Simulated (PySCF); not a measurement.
A GIAO shielding run with PySCF 2.14 (density fitting, non-relativistic, gas phase) on SMILES [C@@H]1(N[SiH2]CC#N)[C@@H]2C[C@H]12, C6H10N2Si:

```
$ OMP_NUM_THREADS=1 python probes_run.py task.json out

{"job": {"kind": "nmr", "xc": "PBE0", "basis": "pcSseg-1"}, "charge": 0, "multiplicity": 1}
N      4.163333     2.500412     0.224712
C      3.429149     1.691923     0.568712
C      2.498031     0.689894     0.963535
Si     1.216363     0.425408    -0.435966
N      0.105041    -0.692138     0.238067
C     -1.031571    -1.179090    -0.478092
C     -2.001153    -0.228999    -1.093044
C     -2.423798     0.446169     0.174060
C     -2.416254    -1.046759     0.079994
H      3.045963    -0.230102     1.169969
H      2.006711     1.010944     1.882450
H      0.520556     1.679140    -0.729246
H      1.929494    -0.046930    -1.632119
H      0.376374    -1.310426     0.987915
H     -0.829043    -2.091538    -1.043792
H     -2.351824    -0.127768    -2.097596
H     -1.675869     0.936405     0.781911
H     -3.387728     0.939452     0.176922
H     -3.183579    -1.771053     0.254148
```

Hardware: 1 thread of an Arm Neoverse N1, shared host. The job also computes population analyses, field gradients, ring-centre shieldings.

Q: How large is the calculation?

A: 74 electrons, 210 basis functions and 1099 auxiliary functions.

Q: How long does it take, and how much memory does it need?

A: 85 s of wall time, with 14 SCF cycles and 5 response iterations; peak memory 0.87 GiB. Times on a shared host scatter by some tens of per cent.
